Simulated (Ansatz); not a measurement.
```yaml
crystal:
  periodic: [false, false, false]
  atoms:
    - {symbol: C, position_ang: [1.968126, 1.427717, 1.493828]}
    - {symbol: N, position_ang: [0.587574, 1.440973, 1.074348]}
    - {symbol: C, position_ang: [-0.191012, 2.410777, 1.815983]}
    - {symbol: Hf, position_ang: [-0.322397, 0.366779, -0.400182]}
    - {symbol: Se, position_ang: [-1.607304, 1.957174, -2.065773]}
    - {symbol: N, position_ang: [-1.753067, -0.818489, 0.422087]}
    - {symbol: C, position_ang: [-2.455733, -1.729145, -0.458993]}
    - {symbol: C, position_ang: [-2.219453, -0.913398, 1.784092]}
    - {symbol: N, position_ang: [1.096024, -0.747655, -1.348722]}
    - {symbol: C, position_ang: [1.188579, -2.172390, -1.550068]}
    - {symbol: C, position_ang: [2.170736, -0.035964, -2.006699]}
    - {symbol: H, position_ang: [2.062551, 1.170428, 2.558949]}
    - {symbol: H, position_ang: [2.538719, 0.690542, 0.924255]}
    - {symbol: H, position_ang: [2.444741, 2.409485, 1.354198]}
    - {symbol: H, position_ang: [0.204891, 3.428788, 1.693017]}
    - {symbol: H, position_ang: [-0.202412, 2.183774, 2.892162]}
    - {symbol: H, position_ang: [-1.230694, 2.430206, 1.469281]}
    - {symbol: H, position_ang: [-0.342921, 2.454790, -2.631096]}
    - {symbol: H, position_ang: [-2.307073, -2.777874, -0.163735]}
    - {symbol: H, position_ang: [-3.536483, -1.532278, -0.465260]}
    - {symbol: H, position_ang: [-2.106798, -1.624453, -1.494251]}
    - {symbol: H, position_ang: [-3.291171, -0.680196, 1.860545]}
    - {symbol: H, position_ang: [-1.675070, -0.218615, 2.427301]}
    - {symbol: H, position_ang: [-2.076153, -1.925706, 2.188835]}
    - {symbol: H, position_ang: [1.144224, -2.436605, -2.616875]}
    - {symbol: H, position_ang: [0.371357, -2.689297, -1.041522]}
    - {symbol: H, position_ang: [2.132488, -2.574309, -1.153819]}
    - {symbol: H, position_ang: [2.164414, -0.197223, -3.093836]}
    - {symbol: H, position_ang: [2.087600, 1.046527, -1.841199]}
    - {symbol: H, position_ang: [3.155736, -0.344383, -1.626862]}
basis:
  gaussian: {orbitals: def2-TZVPP}
hamiltonian: {xc: {name: wB97X-D}}
```

```sh
$ ansatz run in.yaml --threads 11 --pin off --events-out ev --progress --plain --max-ram 174080MiB --backend cuda --devices 0, --max-vram 75GiB
```

It prints (some lines left out):

```
Error: YAML parse error: error: line 36 column 19: hamiltonian.xc: no functional is named "wB97X-D"; the names, which are not case-sensitive, are SVWN5, SPW92, PBE, PBE0, PBEsol, revPBE, revPBE0, RPBE, rPW86-PBE, HSE06, wPBEh, LC-wPBE, HISS, HF, BLYP, B3LYP, B3LYP5, BHLYP, CAM-B3LYP, r2SCAN, r2SCANh, r2SCAN0, r2SCAN50, m-r2SCAN, B97, wB97, wB97X, wB97X-V, B97M-V, wB97M-V, B2PLYP, B2GP-PLYP, PBE0-DH, PBE-QIDH
34 | basis:
35 |   gaussian: {orbitals: def2-TZVPP}
36 | hamiltonian: {xc: {name: wB97X-D}}
```

Question: What is wrong with this run?

Answer: The method's name isn't one that the program takes here. The program refused the input.

HSE06 is defined as in plane-wave codes.
